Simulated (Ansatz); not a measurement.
Level of theory: Ansatz (a quantum-chemistry and plane-wave program) with frozen-core CCSD(T)/cc-pVTZ // r2SCAN-D4/def2-TZVP.

Ansatz 0.2 input:
```yaml
crystal:
  periodic: [false, false, false]
  atoms:
    - { symbol: S, position_ang: [1.610757, -0.688218, -0.00802] }
    - { symbol: Al, position_ang: [-0.482307, -0.141872, 0.013795] }
    - { symbol: Br, position_ang: [-2.007984, -1.775544, 0.096266] }
    - { symbol: Br, position_ang: [-1.121014, 2.006077, -0.044461] }
    - { symbol: H, position_ang: [2.000547, 0.599558, -0.057581] }
basis:
  gaussian: { orbitals: cc-pVTZ }
correlation:
  method: ccsd_t
```

Output:

```
Functional definition: HF
1052 factors; integrals over basis functions are off by at most 1.1e-3 eV
mean field evaluation 1: about -157421.5167 eV, gradient 1.8e1 eV
mean field evaluation 2: about -157421.6666 eV, gradient 1.8e1 eV
mean field evaluation 4: about -157422.9396 eV, gradient 2.0e0 eV
mean field evaluation 8: about -157422.9764 eV, gradient 1.4e-1 eV
mean field evaluation 16: about -157422.4909 eV, gradient 8.9e0 eV
mean field -157422.97650274 eV, -5785.1876813497 hartree, gradient 5.2e-6 eV, S^2 0.000000; 0 other end points of the search recorded, 0 dependent functions left out
28 core orbitals not correlated
reference -157422.97650274 eV, -5785.1876813497 hartree; 22, 22 occupied and 118, 118 virtual orbitals, 1052 factors
second order -18.73667640 eV of doubles, -0.00000000 eV of singles
cycle   1  -19.25708717 eV  change   -5.2e-1 eV  update   8.4e-2
cycle   2  -19.68199080 eV  change   -4.2e-1 eV  update   2.3e-2
cycle   3  -19.73898985 eV  change   -5.7e-2 eV  update   1.1e-2
cycle   4  -19.72707929 eV  change    1.2e-2 eV  update   2.8e-3
cycle   5  -19.72721831 eV  change   -1.4e-4 eV  update   1.0e-3
cycle   6  -19.72694996 eV  change    2.7e-4 eV  update   2.7e-4
cycle   7  -19.72681928 eV  change    1.3e-4 eV  update   9.1e-5
cycle   8  -19.72686646 eV  change   -4.7e-5 eV  update   2.9e-5
perturbative correction -0.82244323 eV, -0.0302242314 hartree
Total energy: -157443.52581243 eV, -5785.9428545520 hartree
```

Cost: roughly 2.0 core-minutes.
